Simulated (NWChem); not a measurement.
System meant: SiHOIF2; SMILES F[Si](F)(I)O

NWChem input:

```
start job
memory heap 200 mb stack 900 mb global 1100 mb
geometry units angstroms noautoz
  O     -1.614516     1.622918    -0.008991
  Si    -0.048739     1.175948    -0.000526
  F      0.714266     1.776338     1.279378
  F      0.728428     1.775011    -1.272449
  I      0.079788    -1.212605     0.000529
  H     -1.822267     2.563913    -0.003216
end
basis spherical
  * library def2-svp
end
dft
  xc b3lyp
  iterations 150
  mulliken
end
task dft energy
```

End of the output:

```
             Grid Information
             ----------------
          Grid used for XC integration:  medium
          Radial quadrature: Mura-Knowles
          Angular quadrature: Lebedev.
          Tag              B.-S. Rad. Rad. Pts. Rad. Cut. Ang. Pts.
          ---              ---------- --------- --------- ---------
          O                   0.60       49          10.0       434
          Si                  1.10       88           8.0       590
          F                   0.50       49          10.0       434
          I                   1.40      123          11.0       590
          H                   0.35       45          11.0       434
          Grid pruning is: on
          Number of quadrature shells:   403
          Spatial weights used:  Erf1

          Convergence Information
          -----------------------
          Convergence aids based upon iterative change in
          total energy or number of iterations.
          Levelshifting, if invoked, occurs when the
          HOMO/LUMO gap drops below (HL_TOL):  1.00D-02
          DIIS, if invoked, will attempt to extrapolate
          using up to (NFOCK): 10 stored Fock matrices.

                    Damping( 0%)  Levelshifting(0.5)       DIIS
                  --------------- ------------------- ---------------
          dE  on:    start            ASAP                start
          dE off:    2 iters        150 iters           150 iters

      Screening Tolerance Information
      -------------------------------
          Density screening/tol_rho:  1.00D-10
          AO Gaussian exp screening on grid/accAOfunc:  14
          CD Gaussian exp screening on grid/accCDfunc:  20
          XC Gaussian exp screening on grid/accXCfunc:  20
          Schwarz screening/accCoul:  1.00D-08

      Superposition of Atomic Density Guess
      -------------------------------------

      charge =      53.0 I (Iodine)

      symmetry species            s     p     d     f
      number of basis functions =10     7     6
      number of cont. functions = 4     4     2
      number of closed shells   = 5     3     2
      number of open shells     = 0     1     0
      open shell occupation     = 0     5     0
 ------------------------------------------------------------------------
 atomscf:atomd: error in atom scf                   0
 ------------------------------------------------------------------------
 ------------------------------------------------------------------------
  current input line :
    19: task dft energy
 ------------------------------------------------------------------------
 ------------------------------------------------------------------------
 This error has not yet been assigned to a category
 ------------------------------------------------------------------------
 For more information see the NWChem manual at https://nwchemgit.github.io

0:atomscf:atomd: error in atom scf:Received an Error in Communication
```

**Question.** Can this run be used? If not, why, and what is the fix?

**Answer.** The run crashed. Cause: the def2 basis of a heavy element holds valence functions alone and wants its effective core potential (without it all electrons must fit into that basis). This input runs:
```
start job
memory heap 200 mb stack 900 mb global 1100 mb
geometry units angstroms noautoz
  O     -1.614516     1.622918    -0.008991
  Si    -0.048739     1.175948    -0.000526
  F      0.714266     1.776338     1.279378
  F      0.728428     1.775011    -1.272449
  I      0.079788    -1.212605     0.000529
  H     -1.822267     2.563913    -0.003216
end
basis spherical
  O library def2-svp
  Si library def2-svp
  F library def2-svp
  I library def2-svp
  H library def2-svp
end
ecp
  I library def2-ecp
end
dft
  xc b3lyp
  iterations 150
  mulliken
end
task dft energy
```
It converges to -862.71206 Ha (B3LYP/def2-SVP with def2 effective core potentials on I).
